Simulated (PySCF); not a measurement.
# Polarisability and C₆ of V (vanadium, neutral)

[Ar] 3d5, high-spin 6S determinant (an excited configuration). Computed with PySCF 2.14 in aug-cc-pVDZ (7s6p4d2f, 59 functions), with the non-relativistic Hamiltonian (point nucleus). Coupled (time-dependent) response in atomic units; α is the mean over directions. A double-zeta set is small for polarisabilities.

```json
{"method": "UHF", "mean α (bohr³)": "68.09", "C₆ (like pair)": "279.5", "S(−4)": "25710"}
{"method": "PBE", "mean α (bohr³)": "198.3", "C₆ (like pair)": "851.5", "S(−4)": "384000"}
{"method": "PBE0", "mean α (bohr³)": "132.9", "C₆ (like pair)": "569.1", "S(−4)": "132900"}
{"method": "MN15", "mean α (bohr³)": "138.5", "C₆ (like pair)": "550.5", "S(−4)": "170000"}
```

S(−4) is the Cauchy moment in α(ω) = α(0) + S(−4) ω² + …

α(iu) at MN15:

```csv
u (hartree),α(iu) (bohr³)
0,138.5
0.0500,42.98
0.100,23.22
0.200,15.59
0.300,12.52
0.500,8.527
0.750,5.602
1.00,3.965
1.50,2.333
2.00,1.553
3.00,0.8292
5.00,0.3433
```

A single London oscillator, α(iu) = α/(1 + u²/ω²), gives C₆ = (3/4) ω α². Matching the computed C₆ needs ω = 4 × 550.5 / (3 × 138.5²) = 0.0383 hartree.
